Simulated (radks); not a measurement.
Removal energies from the bromine ion Br12+, [Ar] 3d5, by Delta-SCF beside the eigenvalue of the level emptied. Method: scalar-relativistic Kohn-Sham, PBE, spin-polarised, spherical densities, finite nucleus; Fermi nuclear charge, rms radius of each element as measured or else 0.836 A^(1/3) + 0.57 fm; computed with a radial shooting solver on a logarithmic mesh with Libxc functionals. Open shells are filled with parallel spins first.

| removed from | final configuration | Delta-SCF (eV) | -eigenvalue (eV) |
|---|---|---|---|
| 3d | [Ar] 3d4 | 393.74 | 372.38 |
| 3p | [Ne] 3s2 3p5 3d5 | 486.08 | 466.64 |
| 3s | [Ne] 3s1 3p6 3d5 | 551.65 | 532.27 |
| 2p | [He] 2s2 2p5 3s2 3p6 3d5 | 1917.1 | 1864.9 |
